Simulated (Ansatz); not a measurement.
Isolated molecules relaxed with PBE0-D4/def2-TZVP in Ansatz; ΔE leaves out vibrations. CCSD(T)/CBS is the MP2 limit (def2-TZVPP, def2-QZVPP) plus CCSD(T) − MP2 in def2-TZVPP, frozen cores. This one scheme is used for every species. Functionals use def2-TZVPP. B3LYP here is the variant with VWN-RPA as its local correlation; programs differ in this. HSE06 is defined as in plane-wave codes. Each species was taken in one conformer, which may not be the lowest.

Reaction (formal exchange of groups at the Si–H bond): `C[SiH](Cl)Cl` + `Fc1ccccc1` → `C[Si](Cl)(Cl)c1ccccc1` + H–F

`C[SiH](Cl)Cl`:

```xyz
8

C     0.146   -0.740    0.705
Si   -0.055    0.507   -0.643
Cl    0.879    2.254   -0.118
Cl   -2.045    0.888   -0.947
H    -0.354   -1.672    0.431
H     1.206   -0.944    0.872
H    -0.290   -0.370    1.635
H     0.514    0.076   -1.936
```

`Fc1ccccc1`:

Z-matrix (Å, degrees):
```
C
C 1 1.381
C 1 1.381 2 122.3
F 1 1.340 2 118.9 3 -180.0
C 2 1.387 1 118.5 3 -0.0
H 2 1.083 1 119.7 3 180.0
C 3 1.387 1 118.5 2 0.0
H 3 1.083 1 119.7 2 180.0
C 5 1.387 2 120.5 1 0.0
H 5 1.084 2 119.4 1 180.0
H 7 1.084 3 119.4 1 180.0
H 9 1.083 5 120.1 2 -180.0
```

`C[Si](Cl)(Cl)c1ccccc1`:

Cartesian coordinates in Å:
```
C 1.257 -1.318 2.321
Si -0.398 -0.916 1.600
Cl -1.468 0.203 2.955
Cl -1.449 -2.662 1.321
C -0.319 0.002 -0.006
C 0.910 0.317 -0.584
C 0.973 1.004 -1.788
C -0.196 1.385 -2.428
C -1.427 1.078 -1.865
C -1.488 0.393 -0.664
H 1.830 -1.953 1.641
H 1.127 -1.853 3.264
H 1.824 -0.405 2.519
H 1.834 0.026 -0.094
H 1.936 1.243 -2.226
H -0.149 1.922 -3.369
H -2.342 1.375 -2.365
H -2.455 0.158 -0.232
```

H–F:

Z-matrix (Å, degrees):
```
F
H 1 0.920
```

```
             level  ΔE (kJ/mol)  difference from CCSD(T)/CBS
            PBE-D4        -69.0                         18.5
         revPBE-D4        -79.0                          8.5
           BLYP-D4        -71.0                         16.5
         r2SCAN-D4        -64.9                         22.6
            B97M-V        -61.3                         26.2
           PBE0-D4        -73.9                         13.6
          B3LYP-D4        -72.3                         15.2
        r2SCANh-D4        -67.4                         20.1
        r2SCAN0-D4        -70.4                         17.1
          HSE06-D4        -73.5                         14.0
          BHLYP-D4        -73.4                         14.1
      CAM-B3LYP-D4        -64.6                         22.9
           ωB97X-V        -64.7                         22.8
           ωB97M-V        -70.0                         17.5
          PBE-QIDH        -78.5                          9.0
               PBE        -53.2                         34.3
              BLYP        -40.9                         46.6
            r2SCAN        -59.4                         28.1
              PBE0        -59.3                         28.2
             B3LYP        -47.7                         39.8
           r2SCANh        -61.4                         26.1
           r2SCAN0        -63.9                         23.6
             HSE06        -59.4                         28.1
             BHLYP        -52.1                         35.4
         CAM-B3LYP        -48.9                         38.6
           LC-ωPBE        -58.4                         29.1
RPA@PBE/def2-TZVPP        -76.1                         11.4
      MP2/def2-SVP        -78.0                          9.5
     CCSD/def2-SVP        -59.9                         27.6
  CCSD(T)/def2-SVP        -63.0                         24.5
     HF/def2-TZVPP        -45.4                         42.1
    MP2/def2-TZVPP       -100.9                        -13.4
SCS-MP2/def2-TZVPP        -86.8                          0.7
   CCSD/def2-TZVPP        -77.3                         10.2
CCSD(T)/def2-TZVPP        -82.8                          4.7
    MP2/def2-QZVPP       -103.5                        -16.0
SCS-MP2/def2-QZVPP        -89.5                         -2.0
      HF/CBS(def2)        -45.1                         42.4
     MP2/CBS(def2)       -105.6                        -18.1
    CCSD/CBS(def2)        -82.0                          5.5
       CCSD(T)/CBS        -87.5                            0
```

Largest T1 diagnostic among the species: 0.011.

At CCSD(T), def2-SVP lies +24.5 kJ/mol from the extrapolated value and def2-TZVPP +4.7 kJ/mol. The D4 term adds −24.6 kJ/mol with B3LYP and −14.6 kJ/mol with PBE0; it sums over pairs of atoms, weighted by their polarisabilities, and B3LYP, whose exchange is more repulsive, gets the larger term. From r2SCAN to r2SCAN0 (25 % exact exchange), in def2-TZVPP and without D4, ΔE moves by −4.5 kJ/mol.
